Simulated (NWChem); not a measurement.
System: C2H4CuN; SMILES [C-](#[N+]C)->[CuH]

Here is an NWChem input.

```
start job
memory heap 200 mb stack 900 mb global 1100 mb
geometry units angstroms noautoz
  Cu    -0.900598    -0.259410    -1.045684
  H     -1.877840    -0.536033    -2.194679
  C      1.936540     0.555975     2.259474
  N      1.034459     0.292354     1.213946
  C      0.287270     0.077796     0.344269
  H      1.899352     1.622251     2.525837
  H      2.959253     0.300824     1.945866
  H      1.673266    -0.043149     3.143173
end
basis spherical
  * library def2-svp
end
dft
  xc m06-2x
  grid xcoarse
  iterations 150
  mulliken
end
task dft gradient
```

Parts of the log:

```
             Northwest Computational Chemistry Package (NWChem) 7.3.0
             --------------------------------------------------------

 C1  symmetry detected

                             Geometry "geometry" -> ""
                             -------------------------

 Output coordinates in angstroms (scale by  1.889725989 to convert to a.u.)

  No.       Tag          Charge          X              Y              Z
 ---- ---------------- ---------- -------------- -------------- --------------
    1 Cu                  29.0000     0.00035184    -1.38097005    -0.00001992
    2 H                    1.0000     0.00774330    -2.91447898     0.00271235
    3 C                    6.0000     0.00332394     3.05053818     0.00026628
    4 N                    7.0000    -0.00374387     1.64471996    -0.00010972
    5 C                    6.0000    -0.00473188     0.47824521    -0.00064785
    6 H                    1.0000     0.75704373     3.42112370    -0.70955732
    7 H                    1.0000     0.24453590     3.42422650     1.00603351
    8 H                    1.0000    -0.98487143     3.43152023    -0.29555339

 Effective nuclear repulsion energy (a.u.)     187.9682041104

                                 NWChem DFT Module
                                 -----------------

 Summary of "ao basis" -> "ao basis" (spherical)
 ------------------------------------------------------------------------------
       Tag                 Description            Shells   Functions and Types
 ---------------- ------------------------------  ------  ---------------------
 Cu                         def2-svp                11       31   5s3p2d1f
 H                          def2-svp                 3        5   2s1p
 C                          def2-svp                 6       14   3s2p1d
 N                          def2-svp                 6       14   3s2p1d

            General Information
            -------------------
          SCF calculation type: DFT
          Wavefunction type:  closed shell.
          No. of atoms     :     8
          No. of electrons :    52
           Alpha electrons :    26
            Beta electrons :    26
          Charge           :     0
          Spin multiplicity:     1
          Use of symmetry is: off; symmetry adaption is: off
          Maximum number of iterations: 150
          AO basis - number of functions:    93
                     number of shells:    41
          Convergence on energy requested:  1.00D-06
          Convergence on density requested:  1.00D-05
          Convergence on gradient requested:  5.00D-04

              XC Information
              --------------
                       M06-2X Method XC Functional
                     Hartree-Fock (Exact) Exchange  0.540
                        M06-2X Exchange Functional  1.000
                      M06-2X Correlation Potential  1.000

             Grid Information
             ----------------
          Grid used for XC integration:  xcoarse
          Radial quadrature: Mura-Knowles
          Angular quadrature: Lebedev.
          Tag              B.-S. Rad. Rad. Pts. Rad. Cut. Ang. Pts.
          ---              ---------- --------- --------- ---------
          Cu                  1.35       75          11.0       194
          H                   0.35       21          14.0       194
          C                   0.70       21          13.0       194
          N                   0.65       21          11.0       194
          Grid pruning is: on
          Number of quadrature shells:   222
          Spatial weights used:  Erf1

      Superposition of Atomic Density Guess
      -------------------------------------

 Sum of atomic energies:       -1770.17614465

      Non-variational initial energy
      ------------------------------

 Total energy =   -1771.730897
 1-e energy   =   -2831.865573
 2-e energy   =     872.166472
 HOMO         =      -0.383114
 LUMO         =      -0.000825

     ---------------------------------------------
      Total Density - Mulliken Population Analysis
     ---------------------------------------------

    Atom       Charge   Shell Charges
 -----------   ------   -------------------------------------------------------
    1 Cu  29    29.16   2.00  2.00  2.00  0.81  0.06  6.00  6.01  0.35  8.36  1.58  0.00
    2 H    1     1.17   0.66  0.50  0.01
    3 C    6     5.96   1.99  0.92  0.18  1.93  0.90  0.03
    4 N    7     7.06   1.99  1.03  0.41  2.30  1.30  0.03
    5 C    6     5.97   1.99  1.03  0.39  1.61  0.90  0.05
    6 H    1     0.89   0.67  0.20  0.02
    7 H    1     0.89   0.67  0.20  0.02
    8 H    1     0.89   0.67  0.20  0.02

   convergence    iter        energy       DeltaE   RMS-Dens  Diis-err
 ---------------- ----- ----------------- --------- --------- ---------
 d= 0,ls=0.0,diis     1  -1773.2438909978 -1.96D+03  4.16D-02  1.85D+00
 d= 0,ls=0.0,diis     2  -1768.1385301157  5.11D+00  3.49D-02  7.31D+01
 d= 0,ls=0.0,diis     3  -1773.4127257133 -5.27D+00  2.51D-03  2.29D-01
 d= 0,ls=0.0,diis     4  -1773.4271604666 -1.44D-02  9.11D-04  1.48D-02
 d= 0,ls=0.0,diis     5  -1773.4273842547 -2.24D-04  8.85D-04  2.05D-03
  Resetting Diis
 d= 0,ls=0.0,diis     6  -1773.4276819178 -2.98D-04  2.94D-04  5.22D-05
 d= 0,ls=0.0,diis     7  -1773.4276965311 -1.46D-05  8.74D-05  2.82D-05
 d= 0,ls=0.0,diis     8  -1773.4276916264  4.90D-06  4.70D-05  9.14D-05
 d= 0,ls=0.0,diis     9  -1773.4277004888 -8.86D-06  1.15D-05  6.47D-07
 d= 0,ls=0.0,diis    10  -1773.4277005330 -4.42D-08  1.12D-05  8.16D-07
 d= 0,ls=0.0,diis    11  -1773.4277006014 -6.84D-08  1.62D-06  1.98D-08

         Total DFT energy =    -1773.427700601424
      One electron energy =    -2839.624529520769
           Coulomb energy =      964.500154062279
    Exchange-Corr. energy =      -86.271529253380
 Nuclear repulsion energy =      187.968204110446

 Numeric. integr. density =       51.995394016667

                       DFT Final Molecular Orbital Analysis
                       ------------------------------------

 Vector   24  Occ=2.000000D+00  E=-3.513361D-01
              MO Center=  4.3D-03, -1.2D+00, -1.1D-03, r^2= 1.1D+00
   Bfn.  Coefficient  Atom+Function         Bfn.  Coefficient  Atom+Function
  ----- ------------  ---------------      ----- ------------  ---------------
    16      0.687719  1 Cu d -1              15     -0.443062  1 Cu d -2
    21      0.251671  1 Cu d -1              20     -0.162138  1 Cu d -2
    59     -0.125404  4 N  pz                56      0.122347  4 N  pz
    57      0.080786  4 N  px                54     -0.078819  4 N  px
    79     -0.054118  6 H  s                 73      0.047018  5 C  pz

 Vector   25  Occ=2.000000D+00  E=-3.330258D-01
              MO Center=  2.9D-04, -1.4D+00, -5.3D-05, r^2= 1.3D+00
   Bfn.  Coefficient  Atom+Function         Bfn.  Coefficient  Atom+Function
  ----- ------------  ---------------      ----- ------------  ---------------
    19      0.602242  1 Cu d  2              17      0.347711  1 Cu d  0
     4      0.214509  1 Cu s                 24      0.214912  1 Cu d  2
    32     -0.197136  2 H  s                 33     -0.185852  2 H  s
    67      0.183493  5 C  s                 69     -0.144700  5 C  py
    66      0.139855  5 C  s                 22      0.124082  1 Cu d  0

 Vector   26  Occ=2.000000D+00  E=-2.444705D-01
              MO Center=  5.1D-03, -2.4D+00,  1.7D-03, r^2= 1.9D+00
   Bfn.  Coefficient  Atom+Function         Bfn.  Coefficient  Atom+Function
  ----- ------------  ---------------      ----- ------------  ---------------
     4      0.391279  1 Cu s                 32      0.350764  2 H  s
    33      0.274319  2 H  s                  3     -0.233535  1 Cu s
    19      0.229815  1 Cu d  2              67     -0.176403  5 C  s
     5      0.149065  1 Cu s                 13     -0.141726  1 Cu py
    17      0.132690  1 Cu d  0              53      0.120327  4 N  s

 Vector   27  Occ=0.000000D+00  E= 8.964202D-03
              MO Center=  5.2D-02,  7.5D-01,  2.0D-02, r^2= 3.2D+00
   Bfn.  Coefficient  Atom+Function         Bfn.  Coefficient  Atom+Function
  ----- ------------  ---------------      ----- ------------  ---------------
    73      0.545162  5 C  pz                59     -0.431346  4 N  pz
    70      0.414571  5 C  pz                85      0.385073  7 H  s
    80     -0.368557  6 H  s                 56      0.337433  4 N  pz
    14      0.232978  1 Cu pz                45     -0.231283  3 C  pz
    16     -0.175311  1 Cu d -1              71     -0.138330  5 C  px

 Vector   28  Occ=0.000000D+00  E= 8.981187D-03
              MO Center= -5.6D-02,  7.5D-01, -2.1D-02, r^2= 3.2D+00
   Bfn.  Coefficient  Atom+Function         Bfn.  Coefficient  Atom+Function
  ----- ------------  ---------------      ----- ------------  ---------------
    71      0.545246  5 C  px                57     -0.431405  4 N  px
    90     -0.431709  8 H  s                 68      0.414655  5 C  px
    54      0.337447  4 N  px                80      0.235745  6 H  s
    12      0.233023  1 Cu px                43     -0.230862  3 C  px
    85      0.204136  7 H  s                 15     -0.175331  1 Cu d -2

[...]

                         DFT ENERGY GRADIENTS

    atom               coordinates                        gradient
                 x          y          z           x          y          z
   1 Cu      0.000665  -2.609655  -0.000038    0.000052   0.013336  -0.000012
   2 H       0.014633  -5.507567   0.005126   -0.000084   0.013440  -0.000013
   3 C       0.006281   5.764681   0.000503   -0.000025  -0.009275   0.000016
   4 N      -0.007075   3.108070  -0.000207   -0.000037   0.011496  -0.000042
   5 C      -0.008942   0.903752  -0.001224    0.000093  -0.033691   0.000006
   6 H       1.430605   6.464986  -1.340869    0.001564   0.001515  -0.001397
   7 H       0.462106   6.470850   1.901128    0.000327   0.001562   0.001952
   8 H      -1.861137   6.484633  -0.558515   -0.001890   0.001617  -0.000510
```

Level: M06-2X/def2-SVP. Coordinates come from a PBE0/def2-SVP optimisation.
